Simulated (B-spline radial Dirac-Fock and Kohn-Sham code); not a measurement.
# Relativistic shifts of the levels of Hf¹⁰⁺

System: hafnium as Hf¹⁰⁺, 1s2 2s2 2p6 3s2 3p6 3d10 4s2 4p6 4d10 4f12 5s2 5p2.

Both columns are ΔSCF binding energies of the configuration average from a B-spline atomic structure program: non-relativistic Hartree-Fock with a point nucleus, and Dirac-Fock with a finite nucleus and the Coulomb interaction alone, averaged over the two j levels with weights 2j+1.

| shell | Hartree-Fock (eV) | Dirac-Fock (eV) | shift (eV) | shift (%) |
| --- | --- | --- | --- | --- |
| 1s | 60844.5 | 65859.7 | +5015.22 | +8.24 |
| 2s | 10193.4 | 11517.1 | +1323.64 | +12.99 |
| 2p | 9744.8 | 10182.4 | +437.63 | +4.49 |
| 3s | 2488.1 | 2812.9 | +324.78 | +13.05 |
| 3p | 2281.4 | 2402.6 | +121.11 | +5.31 |
| 3d | 1900.8 | 1885.4 | -15.34 | -0.81 |
| 4s | 658.6 | 738.8 | +80.23 | +12.18 |
| 4p | 571.6 | 600.3 | +28.68 | +5.02 |
| 4d | 414.7 | 411.6 | -3.15 | -0.76 |
| 4f | 212.4 | 204.7 | -7.68 | -3.62 |
| 5s | 216.0 | 232.7 | +16.65 | +7.71 |
| 5p | 190.1 | 195.4 | +5.36 | +2.82 |

Relativity binds 1s, 2s, 2p, 3s, 3p, 4s, 4p, 5s, 5p more strongly, among those listed most of all 3s in relative terms, and 3d, 4d, 4f more weakly, because the contracted s and p shells screen the nucleus better.

Values without a named source are computed, but for edge energies of neutral atoms, which are taken from tables.
